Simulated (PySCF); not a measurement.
C₃H₂Br₂, SMILES C(=C=CBr)Br. Atoms are numbered in the order given.

```xyz
7

Br    -2.5934    -0.0650     0.2679
C     -1.1878     0.5408    -0.8721
C      0.0000     0.0000    -0.8780
C      1.1878    -0.5408    -0.8721
Br     2.5934     0.0650     0.2679
H     -1.4824     1.3773    -1.5110
H      1.4824    -1.3773    -1.5110
```

Geometry optimised at B3LYP-D3(BJ)/def2-SVP.

The numbers are results of PBE/def2-TZVP (PySCF), not measurements.

ESP charges are fitted to the potential on shells at 1.4 to 2.0 van der Waals radii. Atomic charges (e):

```csv
atom,Löwdin,ESP fit
Br1,0.32,0.00
C2,-0.40,-0.37
C3,-0.14,0.24
C4,-0.40,-0.37
Br5,0.32,0.00
H6,0.15,0.24
H7,0.15,0.24
```

Computed Mayer and Wiberg (Löwdin basis) orders of the bonds:
```csv
bond,Mayer,Wiberg
Br1–C2,1.12,1.60
C2–C3,1.89,2.09
C3–C4,1.89,2.09
C4–Br5,1.12,1.60
C2–H6,0.92,0.85
C4–H7,0.92,0.85
```
